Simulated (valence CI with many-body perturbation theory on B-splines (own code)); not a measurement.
Hg XLIX: electric-dipole lines

Level of theory: configuration interaction combined with many-body perturbation theory (CI+MBPT): four valence electrons over a frozen Dirac-Fock core [Ar] 3d10, radial functions for each j: 11 s, 11 p, 10 d, 8 f, 5 g, 2 h, with the one-electron correlation potential Σ1 (screened to all orders), the two-electron term Σ2, the three-electron term Σ3, Breit, model QED; selected single and double excitations, second order for the rest, scaled by the run's own slope (own B-spline code, finite nucleus).

The last digits are not significant, and no measured levels were compared; by estimate large intervals hold to a few tenths of a per cent, small ones and those within an open d or f shell to about a per cent. Among the levels kept, up to 390 cm⁻¹ of a level comes from second order outside the variational space, and about a tenth of that is noise between levels of different J, which matters for small intervals.

Lines 101 to 150 of 561 in falling wavelength, among levels below 840.25 eV, chosen from the strongest by gf and those to the six lowest levels. Wavelengths and rates use the calculated energies. Electric multipoles are in the length gauge, E1 and E2 with the static RPA response of the core. Weak lines are less certain than strong ones. Lines between different terms over intervals too small for the method are left out, as are lines whose strength nearly cancels. Where a level lies close to another of its J and parity, the split of strength between their lines is uncertain. The highest levels of a list are the least certain.

Levels are named by their leading jj configuration (3d3/2^4 stands for four electrons in 3d with j = 3/2), which in mixed levels can hold well under half, so a name can repeat and another be missing. Letters in brackets count levels of one name in rising energy.

```
λ vac (Å)                           Upper                           Lower   A (s⁻¹)  log gf  Branch %
    60.67  (4s 4p1/2 4p3/2 4f7/2) J=4 [d]  (4s 4p1/2 4p3/2 4d5/2) J=3 [c]  5.45e+10   -0.57       4.3
    60.54  (4s 4p1/2 4d3/2 4d5/2) J=4 [c]  (4s 4p1/2 4p3/2 4d5/2) J=4 [a]  4.16e+10   -0.69       3.5
    60.53          (4s 4p1/2^2 4f7/2) J=4          (4s 4p1/2^2 4d5/2) J=3  1.90e+11   -0.03      80.4
    60.38       (4p1/2^2 4p3/2 4d5/2) J=2           (4p1/2^2 4p3/2^2) J=2  1.55e+11   -0.37      18.6
    60.36      (4s 4p3/2^2 4d5/2) J=1 [a]                (4s 4p3/2^3) J=2  1.61e+11   -0.58      13.0
    60.29  (4s 4p1/2 4p3/2 4f7/2) J=2 [c]  (4s 4p1/2 4p3/2 4d5/2) J=2 [b]  1.88e+11   -0.29      26.7
    60.21  (4s 4p1/2 4p3/2 4f7/2) J=3 [e]  (4s 4p1/2 4p3/2 4d5/2) J=2 [c]  2.70e+11    0.01      23.0
    60.18          (4s^2 4p3/2 4f7/2) J=3          (4s^2 4p3/2 4d5/2) J=2  1.83e+11   -0.16      65.3
    60.18      (4s 4p1/2 4d5/2^2) J=2 [b]  (4s 4p1/2 4p3/2 4d5/2) J=2 [c]  1.80e+11   -0.31      17.9
    60.15          (4s 4p1/2^2 4d5/2) J=2          (4s 4p1/2^2 4p3/2) J=1  2.29e+11   -0.21      64.0
    60.09      (4s 4p1/2 4d5/2^2) J=4 [b]  (4s 4p1/2 4p3/2 4d5/2) J=3 [d]  5.15e+11    0.40      40.3
    60.03          (4s^2 4d3/2 4d5/2) J=3          (4s^2 4p3/2 4d3/2) J=3  6.48e+10   -0.61       3.3
    60.02      (4s 4p3/2^2 4d3/2) J=2 [a]          (4s^2 4p3/2 4d5/2) J=1  8.76e+10   -0.63       4.5
    59.90  (4s 4p1/2 4p3/2 4f7/2) J=4 [e]  (4s 4p1/2 4p3/2 4d5/2) J=3 [c]  3.36e+11    0.21      27.5
    59.87  (4s 4p1/2 4d3/2 4d5/2) J=3 [b]  (4s 4p1/2 4p3/2 4d3/2) J=2 [b]  8.40e+10   -0.50      16.5
    59.81      (4s 4p1/2 4d5/2^2) J=2 [b]  (4s 4p1/2 4p3/2 4d5/2) J=1 [c]  2.08e+11   -0.25      20.7
    59.72  (4s 4p1/2 4p3/2 4d5/2) J=3 [a]          (4s 4p1/2 4p3/2^2) J=3  1.03e+11   -0.42      18.5
    59.70          (4s^2 4p3/2 4d5/2) J=2              (4s^2 4p3/2^2) J=2  1.83e+11   -0.31      98.0
    59.67  (4s 4p1/2 4p3/2 4f7/2) J=3 [c]  (4s 4p1/2 4p3/2 4d5/2) J=3 [a]  5.10e+10   -0.72       8.7
    59.67          (4s 4p1/2 4d5/2^2) J=1      (4s 4p1/2 4p3/2 4d5/2) J=0  1.59e+11   -0.59      12.3
    59.66              (4s^2 4d5/2^2) J=2          (4s^2 4p3/2 4d5/2) J=1  2.79e+11   -0.13      22.8
    59.61  (4s 4p1/2 4d3/2 4d5/2) J=2 [b]  (4s 4p1/2 4p3/2 4d3/2) J=2 [b]  9.65e+10   -0.59      20.3
    59.61  (4s 4p1/2 4p3/2 4f7/2) J=2 [a]  (4s 4p1/2 4p3/2 4d5/2) J=2 [a]  8.13e+10   -0.66      10.5
    59.56  (4s 4p1/2 4p3/2 4f7/2) J=2 [d]  (4s 4p1/2 4p3/2 4d5/2) J=1 [b]  2.72e+11   -0.14      29.1
    59.53      (4s 4p1/2 4d3/2 4d5/2) J=5      (4s 4p1/2 4p3/2 4d3/2) J=4  9.00e+10   -0.28      56.5
    59.52          (4s^2 4d3/2 4d5/2) J=4          (4s^2 4p3/2 4d3/2) J=3  8.51e+10   -0.39       5.2
    59.44  (4s 4p1/2 4d3/2 4d5/2) J=3 [a]  (4s 4p1/2 4p3/2 4d3/2) J=3 [a]  6.42e+10   -0.62      15.3
    59.35          (4s^2 4d3/2 4d5/2) J=3          (4s^2 4p3/2 4d3/2) J=2  1.08e+11   -0.40       5.5
    59.35          (4s 4p1/2 4d5/2^2) J=1  (4s 4p1/2 4p3/2 4d5/2) J=1 [c]  3.18e+11   -0.30      24.6
    59.29          (4s 4p1/2 4d5/2^2) J=0  (4s 4p1/2 4p3/2 4d5/2) J=1 [b]  3.59e+11   -0.72      43.7
    59.29      (4s 4p1/2 4p3/2 4f7/2) J=1  (4s 4p1/2 4p3/2 4d5/2) J=1 [a]  1.06e+11   -0.78      13.6
    59.26      (4s 4p1/2 4d5/2^2) J=5 [b]  (4s 4p1/2 4p3/2 4d5/2) J=4 [c]  4.15e+11    0.38      45.0
    59.20  (4s 4p1/2 4p3/2 4f7/2) J=2 [b]  (4s 4p1/2 4p3/2 4d5/2) J=2 [a]  1.02e+11   -0.57      11.7
    59.17  (4s 4p1/2 4p3/2 4d3/2) J=3 [a]          (4s^2 4p1/2 4d5/2) J=2  5.00e+10   -0.74      54.1
    59.16  (4s 4p1/2 4p3/2 4f7/2) J=2 [a]  (4s 4p1/2 4p3/2 4d3/2) J=1 [d]  6.76e+10   -0.75       8.7
    59.15  (4s 4p1/2 4p3/2 4f5/2) J=4 [b]  (4s 4p1/2 4p3/2 4d5/2) J=3 [a]  6.03e+10   -0.55       6.7
    59.11  (4s 4p1/2 4p3/2 4f7/2) J=5 [c]  (4s 4p1/2 4p3/2 4d5/2) J=4 [b]  2.58e+11    0.17      31.6
    59.09          (4s^2 4p1/2 4d5/2) J=2          (4s^2 4p1/2 4p3/2) J=2  4.58e+10   -0.92      12.2
    59.09              (4s^2 4d5/2^2) J=0          (4s^2 4p3/2 4d5/2) J=1  4.60e+11   -0.62      77.6
    59.06  (4s 4p1/2 4d3/2 4d5/2) J=4 [a]  (4s 4p1/2 4p3/2 4d3/2) J=3 [a]  1.10e+11   -0.28      47.2
    59.04      (4s 4p1/2 4d5/2^2) J=2 [a]  (4s 4p1/2 4p3/2 4d5/2) J=1 [a]  2.12e+11   -0.26      18.4
    59.02  (4s 4p1/2 4p3/2 4d5/2) J=2 [a]      (4s 4p1/2 4p3/2^2) J=2 [a]  1.99e+11   -0.28      41.5
    58.93      (4s 4p1/2 4p3/2 4f7/2) J=6      (4s 4p1/2 4p3/2 4d5/2) J=5  2.52e+11    0.23      92.6
    58.91  (4s 4p1/2 4d3/2 4d5/2) J=3 [c]  (4s 4p1/2 4p3/2 4d3/2) J=2 [c]  1.24e+11   -0.35       6.8
    58.91  (4s 4p1/2 4p3/2 4f7/2) J=4 [a]  (4s 4p1/2 4p3/2 4d5/2) J=4 [a]  8.76e+10   -0.39      25.1
    58.83          (4s^2 4d5/2^2) J=4 [a]          (4s^2 4p3/2 4d5/2) J=4  8.62e+10   -0.40      12.2
    58.81          (4s^2 4p3/2 4f7/2) J=5          (4s^2 4p3/2 4d5/2) J=4  2.84e+11    0.21     100.0
    58.81          (4s^2 4d5/2^2) J=4 [b]          (4s^2 4p3/2 4d5/2) J=3  5.03e+11    0.37      48.1
    58.81              (4s^2 4d5/2^2) J=2          (4s^2 4p3/2 4d5/2) J=3  6.79e+10   -0.75       5.5
    58.80  (4s 4p1/2 4d3/2 4d5/2) J=4 [b]      (4s 4p1/2 4p3/2 4d3/2) J=4  3.60e+10   -0.78      10.7
```

(1) How does gf follow from A for the line at 58.83 Å?

Answers

(1) gf = 1.4992 × (2J+1)_upper × A / σ², with σ = 1699694 cm⁻¹ and 2J+1 = 9: gf = 0.403.
